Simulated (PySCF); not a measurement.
PySCF input file for CH6O2Sn, SMILES [O]([SnH2][OH])C, B3LYP-D3(BJ)/def2-SVP. Coordinates come from a B3LYP-D3(BJ)/def2-SVP optimisation. The structure was generated by enumeration; whether it is a known compound was not checked. The def2 effective core potentials stand for the cores of Sn; spin–orbit coupling is left out. Other conformers were not sampled.

```python
import numpy as np
from pyscf import gto, scf, dft, df
from pyscf.hessian import thermo

mol = gto.M(
    atom='''
    Sn    0.33589019   -0.29782698   -0.30065226
    O     1.55039903    1.02011456    0.57747607
    O    -1.42201796   -0.23584371    0.64117491
    C    -2.20348807    0.93440053    0.63390099
    H     0.85553848   -1.91185566   -0.06132316
    H     0.18237852    0.31220620   -1.89401851
    H     1.68798583    0.82272007    1.51469663
    H    -2.42862871    1.30049776   -0.38925367
    H    -3.16873218    0.71728868    1.12401989
    H    -1.72917187    1.76992205    1.18587812
    ''',
    basis='def2-SVP',
    ecp={'Sn': 'def2-svp'},
    charge=0,
    spin=0,
    max_memory=1600,
    verbose=3,
)
mf = dft.RKS(mol, xc='b3lyp').density_fit(auxbasis='def2-universal-jkfit')
mf.disp = 'd3bj'
mf.grids.level = 3
mf.conv_tol = 1e-11
mf.max_cycle = 100
mf.kernel()

# [left out here: the lines that compute and print the analytic Hessian (its translational invariance restored by hand, since the grid's response is missing), thermochemistry and intensities]
```

It prints:

```
converged SCF energy = -406.383465047535

WARN: DFTD3 does not support analytical Hessian, using finite difference


WARN: Mole.unit (angstrom) is changed to Bohr

Mode                                 0                   1                   2
Irrep
Freq [cm^-1]                       62.1573            102.4363            165.1380
Reduced mass [au]                   3.3412              1.0947              3.1775
Force const [Dyne/A]                0.0076              0.0068              0.0511
Char temp [K]                      89.4305            147.3830            237.5968
Normal mode                   x     y     z       x     y     z       x     y     z
       0  Sn                -0.01  0.02  0.01   -0.00 -0.00  0.01   -0.01 -0.00 -0.02
       1   O                 0.12 -0.08 -0.02    0.01  0.03 -0.05   -0.08  0.01  0.06
       2   O                 0.03  0.02  0.08   -0.02 -0.01 -0.03    0.07 -0.00  0.13
       3   C                -0.10 -0.07 -0.08    0.01  0.01  0.03    0.09  0.01 -0.07
       4   H                -0.04 -0.01 -0.08    0.01  0.01  0.04    0.07  0.00 -0.15
       5   H                -0.09  0.09  0.04   -0.02 -0.03 -0.00   -0.13  0.09  0.03
       6   H                 0.15 -0.11 -0.04    0.07  0.03 -0.06   -0.23  0.05  0.09
       7   H                -0.00 -0.14 -0.13    0.44  0.36  0.06    0.28 -0.03 -0.13
       8   H                -0.14 -0.15 -0.20   -0.20 -0.12 -0.44   -0.00  0.06 -0.23
       9   H                -0.26  0.01 -0.06   -0.19 -0.19  0.50    0.02  0.03 -0.03
Mode                                 3                   4                   5
Irrep
Freq [cm^-1]                      198.9526            252.5510            444.8520
Reduced mass [au]                   1.6944              1.8192              1.1922
Force const [Dyne/A]                0.0395              0.0684              0.1390
Char temp [K]                     286.2485            363.3647            640.0430
Normal mode                   x     y     z       x     y     z       x     y     z
       0  Sn                -0.01  0.01  0.02   -0.01  0.01  0.01   -0.01  0.02 -0.01
       1   O                 0.00  0.02 -0.02    0.09 -0.04 -0.05    0.01 -0.03  0.03
       2   O                -0.04 -0.10 -0.02   -0.04 -0.09 -0.03    0.03 -0.03  0.02
       3   C                 0.10 -0.00 -0.06    0.06 -0.02 -0.02    0.04 -0.03 -0.01
       4   H                 0.10  0.03 -0.10    0.01  0.01 -0.05   -0.01  0.10  0.62
       5   H                -0.14  0.12  0.07   -0.03  0.05  0.03    0.21 -0.54 -0.23
       6   H                 0.52 -0.30 -0.17   -0.52  0.43  0.14   -0.03 -0.18  0.00
       7   H                 0.11 -0.04 -0.08    0.08 -0.01 -0.03    0.07 -0.03 -0.02
       8   H                 0.09  0.14 -0.02    0.06  0.08  0.00    0.02 -0.00 -0.03
       9   H                 0.22 -0.03 -0.13    0.15 -0.05 -0.05    0.05 -0.04 -0.00
Mode                                 6                   7                   8
Irrep
Freq [cm^-1]                      523.2274            555.9528            610.7097
Reduced mass [au]                   1.2088              4.0543             10.9747
Force const [Dyne/A]                0.1950              0.7383              2.4116
Char temp [K]                     752.8078            799.8923            878.6752
Normal mode                   x     y     z       x     y     z       x     y     z
       0  Sn                -0.01  0.00  0.01   -0.02 -0.00  0.02    0.02  0.02  0.01
       1   O                -0.02  0.01 -0.02   -0.00 -0.01  0.00   -0.14 -0.15 -0.10
       2   O                 0.07  0.00 -0.02    0.15  0.06 -0.12   -0.01 -0.00 -0.00
       3   C                 0.04 -0.04 -0.01    0.05 -0.05 -0.01    0.00 -0.00  0.00
       4   H                -0.58 -0.19 -0.05    0.23  0.07 -0.06   -0.09 -0.03 -0.06
       5   H                 0.60  0.22  0.03   -0.28 -0.06  0.01   -0.08 -0.07 -0.02
       6   H                 0.10  0.10 -0.02   -0.04 -0.01  0.01   -0.07 -0.04 -0.09
       7   H                 0.04 -0.04 -0.01   -0.05 -0.01  0.03    0.00  0.00  0.00
       8   H                 0.05 -0.08 -0.02    0.11 -0.20  0.03   -0.00  0.01  0.00
       9   H                 0.02 -0.03 -0.00   -0.01 -0.03  0.03   -0.00  0.00 -0.00
Mode                                 9                  10                  11
Irrep
Freq [cm^-1]                      644.8595            661.6735            847.2733
Reduced mass [au]                   1.0398              1.0513              1.0870
Force const [Dyne/A]                0.2548              0.2712              0.4598
Char temp [K]                     927.8092            952.0008           1219.0376
Normal mode                   x     y     z       x     y     z       x     y     z
       0  Sn                -0.01  0.00  0.00    0.00  0.00  0.00    0.00 -0.00  0.01
       1   O                -0.00 -0.02 -0.01    0.02  0.04  0.02    0.02  0.04 -0.05
       2   O                 0.00 -0.00  0.02   -0.01 -0.01 -0.00    0.00 -0.00 -0.00
       3   C                -0.01  0.02 -0.00    0.00 -0.00 -0.00   -0.00  0.01 -0.00
       4   H                 0.58  0.11 -0.43   -0.36 -0.21 -0.54    0.00 -0.01 -0.05
       5   H                 0.61 -0.19 -0.14   -0.20 -0.61 -0.23    0.12  0.14  0.04
       6   H                 0.05  0.04 -0.01   -0.03 -0.07  0.01   -0.56 -0.75 -0.11
       7   H                -0.00  0.01 -0.00    0.01 -0.00 -0.00   -0.00  0.00 -0.00
       8   H                -0.01 -0.01 -0.01   -0.00  0.01 -0.00    0.00 -0.01  0.00
       9   H                -0.02  0.01  0.01    0.00 -0.00  0.00   -0.00  0.00  0.00
Mode                                12                  13                  14
Irrep
Freq [cm^-1]                     1113.0245           1171.3605           1189.9374
Reduced mass [au]                   7.8025              1.2842              1.3485
Force const [Dyne/A]                5.6950              1.0382              1.1250
Char temp [K]                    1601.3944           1685.3269           1712.0549
Normal mode                   x     y     z       x     y     z       x     y     z
       0  Sn                 0.00 -0.00 -0.00   -0.00 -0.00 -0.00   -0.00 -0.00  0.00
       1   O                 0.00  0.00 -0.00   -0.00  0.00  0.00    0.00 -0.00 -0.00
       2   O                -0.11  0.14  0.01   -0.02 -0.02 -0.04    0.06  0.01 -0.04
       3   C                 0.10 -0.16  0.01    0.06  0.05  0.10   -0.10 -0.04  0.08
       4   H                 0.04  0.02 -0.03    0.00  0.00  0.01    0.01  0.01 -0.01
       5   H                 0.03 -0.00  0.00    0.00 -0.00 -0.00   -0.00 -0.00 -0.00
       6   H                -0.01 -0.02 -0.00    0.00  0.00  0.00    0.00 -0.00 -0.00
       7   H                 0.13 -0.15 -0.00    0.14 -0.50 -0.11    0.38 -0.17 -0.07
       8   H                 0.02  0.01 -0.03   -0.06 -0.17 -0.23   -0.32  0.57 -0.08
       9   H                 0.08 -0.10 -0.04   -0.39  0.47 -0.14    0.25 -0.05 -0.21
Mode                                15                  16                  17
Irrep
Freq [cm^-1]                     1468.1964           1469.9242           1480.2345
Reduced mass [au]                   1.0504              1.0919              1.0764
Force const [Dyne/A]                1.3340              1.3900              1.3895
Char temp [K]                    2112.4077           2114.8937           2129.7279
Normal mode                   x     y     z       x     y     z       x     y     z
       0  Sn                 0.00  0.00 -0.00    0.00  0.00 -0.00    0.00  0.00 -0.00
       1   O                -0.00 -0.00  0.00   -0.00 -0.00 -0.00   -0.00 -0.00 -0.00
       2   O                -0.01  0.00 -0.00   -0.01  0.01  0.01   -0.00  0.01 -0.00
       3   C                -0.05 -0.00 -0.02   -0.05  0.05  0.04   -0.01  0.07 -0.03
       4   H                -0.00  0.00  0.00   -0.01 -0.01  0.00   -0.00 -0.00  0.00
       5   H                 0.00 -0.00 -0.01   -0.01  0.00 -0.01   -0.01  0.01 -0.01
       6   H                 0.00  0.00 -0.00   -0.00  0.00  0.00   -0.00  0.00  0.00
       7   H                 0.66  0.10 -0.12    0.14 -0.06 -0.05    0.02 -0.62 -0.24
       8   H                 0.30 -0.18  0.56   -0.01 -0.62 -0.23    0.08  0.02  0.15
       9   H                -0.17  0.12 -0.07    0.59 -0.13 -0.28    0.10 -0.39  0.53
Mode                                18                  19                  20
Irrep
Freq [cm^-1]                     1918.5440           1939.5807           2954.8350
Reduced mass [au]                   1.0118              1.0199              1.0368
Force const [Dyne/A]                2.1942              2.2605              5.3336
Char temp [K]                    2760.3576           2790.6249           4251.3497
Normal mode                   x     y     z       x     y     z       x     y     z
       0  Sn                 0.00 -0.00 -0.00    0.00 -0.01  0.01    0.00  0.00 -0.00
       1   O                -0.00 -0.00 -0.00   -0.00 -0.00  0.00   -0.00 -0.00  0.00
       2   O                 0.00 -0.00 -0.00   -0.00 -0.00  0.00   -0.00  0.00  0.00
       3   C                -0.00  0.00 -0.00    0.00 -0.00 -0.00   -0.01  0.04 -0.02
       4   H                -0.20  0.62 -0.11   -0.22  0.70 -0.10   -0.00  0.00  0.00
       5   H                 0.07 -0.28  0.68   -0.06  0.23 -0.62   -0.00 -0.00  0.00
       6   H                -0.00 -0.00 -0.00    0.01  0.00  0.00    0.00  0.00 -0.00
       7   H                 0.00 -0.00 -0.01   -0.00  0.00  0.00    0.15 -0.23  0.71
       8   H                 0.00 -0.01  0.00    0.00  0.00 -0.00    0.28  0.07 -0.15
       9   H                 0.01 -0.00  0.00   -0.00  0.00 -0.00   -0.24 -0.39 -0.28
Mode                                21                  22                  23
Irrep
Freq [cm^-1]                     3014.7312           3065.4753           3825.1616
Reduced mass [au]                   1.1029              1.1010              1.0671
Force const [Dyne/A]                5.9056              6.0960              9.1993
Char temp [K]                    4337.5269           4410.5365           5503.5559
Normal mode                   x     y     z       x     y     z       x     y     z
       0  Sn                -0.00 -0.00 -0.00    0.00 -0.00 -0.00    0.00  0.00 -0.00
       1   O                 0.00  0.00  0.00   -0.00  0.00  0.00   -0.01  0.01 -0.06
       2   O                 0.00 -0.00  0.00   -0.00  0.00 -0.00    0.00 -0.00 -0.00
       3   C                -0.03 -0.03 -0.08   -0.07 -0.04  0.03   -0.00  0.00  0.00
       4   H                 0.00 -0.00  0.00    0.00  0.00 -0.00    0.00  0.00  0.00
       5   H                -0.00 -0.00  0.00    0.00  0.00  0.00    0.00 -0.00  0.00
       6   H                 0.00 -0.00  0.00    0.00 -0.00 -0.00    0.15 -0.19  0.94
       7   H                 0.10 -0.18  0.53   -0.05  0.04 -0.16    0.00 -0.00  0.00
       8   H                -0.12 -0.03  0.03    0.78  0.19 -0.40    0.00 -0.00 -0.00
       9   H                 0.34  0.56  0.37    0.11  0.19  0.15   -0.00 -0.00 -0.00
temperature 298.1500 [K]
pressure 101325.00 [Pa]
Rotational constants [GHz] 6.87045 2.70391 2.13720
Symmetry number 1
Zero-point energy (ZPE) 0.06762 [Eh]   177530.540 [J/mol]
                           tot       elec      trans        rot        vib
Entropy [J/mol/K]       357.269      0.000    172.707    110.858     73.705
Cv [J/mol/K]             98.222      0.000     12.472     12.472     73.278
Cp [J/mol/K]            106.536      0.000     20.786     12.472     73.278
Internal energy [J/mol]                      3718.434   3718.434 189155.900
Internal energy [Eh]   -406.30859  -406.38347
Enthalpy [J/mol]                             6197.391   3718.434 189155.900
Enthalpy [Eh]          -406.30764
Gibbs free energy [J/mol]                  -45295.238 -29333.777 167180.872
Gibbs free energy [Eh] -406.34821
mode   freq/cm-1   IR/(km/mol)
   1       62.16         3.460
   2      102.44         1.423
   3      165.14        11.398
   4      198.95        38.739
   5      252.55        98.679
   6      444.85        59.255
   7      523.23         6.993
   8      555.95        45.917
   9      610.71       100.389
  10      644.86       132.162
  11      661.67        68.369
  12      847.27        87.801
  13     1113.02       205.660
  14     1171.36         1.012
  15     1189.94         2.705
  16     1468.20         2.902
  17     1469.92        12.693
  18     1480.23        24.182
  19     1918.54        80.448
  20     1939.58       165.694
  21     2954.84        95.903
  22     3014.73        60.474
  23     3065.48        42.140
  24     3825.16        52.800
max |gradient| / (hartree/bohr): 8.752683625463543e-05
APT charges: [ 1.677  -0.767  -0.9341  0.5748 -0.2932 -0.2852  0.2411 -0.0772 -0.0655
 -0.0706]
```

Self-consistency was reached.

Cost: very roughly 2.7 core-minutes.
